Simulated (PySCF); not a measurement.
CH7Cl2NSi2, SMILES CN[Si@H](Cl)[SiH2]Cl. Geometry: PBE-D3(BJ)/def2-SVP. The structure was generated by enumeration; whether it is a known compound was not checked. The values are those of a single conformer.

Computed equilibrium geometry at PBE-D3(BJ)/def2-SVP (PySCF confirms it by a frequency run) as bond lengths and angles (one conformer of several):
Atoms: C1 N2 Si3 Cl4 Si5 Cl6 H7 H8 H9 H10 H11 H12 H13. Bond lengths (Å): C1–N2 1.455, C1–H7 1.110, C1–H8 1.110, C1–H9 1.114, N2–Si3 1.724, N2–H10 1.024, Si3–Cl4 2.123, Si3–Si5 2.347, Si3–H11 1.499, Si5–Cl6 2.096, Si5–H12 1.503, Si5–H13 1.503. Bond angles (°): N2–C1–H7 110.8, N2–C1–H8 109.9, N2–C1–H9 113.9, H7–C1–H8 106.5, H7–C1–H9 108.0, H8–C1–H9 107.5, C1–N2–Si3 126.0, C1–N2–H10 114.1, Si3–N2–H10 116.9, N2–Si3–Cl4 116.4, N2–Si3–Si5 110.7, N2–Si3–H11 106.9, Cl4–Si3–Si5 100.8, Cl4–Si3–H11 106.2, Si5–Si3–H11 116.2, Si3–Si5–Cl6 110.0, Si3–Si5–H12 110.6, Si3–Si5–H13 110.5, Cl6–Si5–H12 108.9, Cl6–Si5–H13 108.2, H12–Si5–H13 108.7.
